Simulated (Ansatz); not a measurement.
Reaction (SMILES): [N]=C=O → [N-]=C=O (an electron is taken up)
B3LYP-D3(BJ)/def2-TZVP geometries, fixed; electronic energies without zero-point terms; positive where energy is released.

The adiabatic electron affinity at CCSD(T) with Ansatz (a program for electronic structure), in eV, split into its Hartree-Fock and correlation parts. Cores are frozen. Open shells are unrestricted. No added dispersion term, no relativity. Functions are those of the species that has most. These sets lack the diffuse functions that anions need.

```csv
basis,X,functions,Hartree-Fock,CCSD(T)
cc-pVDZ,2,42,1.709,2.538
cc-pVTZ,3,90,2.012,3.208
cc-pVQZ,4,165,2.127,3.469
```

Worked estimate of the basis-set limit from each neighbouring pair, with Hartree-Fock from the larger set and the correlation part extrapolated as X^-3.
Correlation parts: X = 2: 0.829, X = 3: 1.196, X = 4: 1.342.
- (2,3): (27·(1.196) - 8·(0.829))/19 = 1.351; with Hartree-Fock 2.012 the estimate is 3.363 eV.
- (3,4): (64·(1.342) - 27·(1.196))/37 = 1.449; with Hartree-Fock 2.127 the estimate is 3.576 eV.
The last two estimates differ by 0.213 eV; the largest set lies 0.107 from the last. Over the last step Hartree-Fock moves by 0.115 and the correlation part by 0.146.
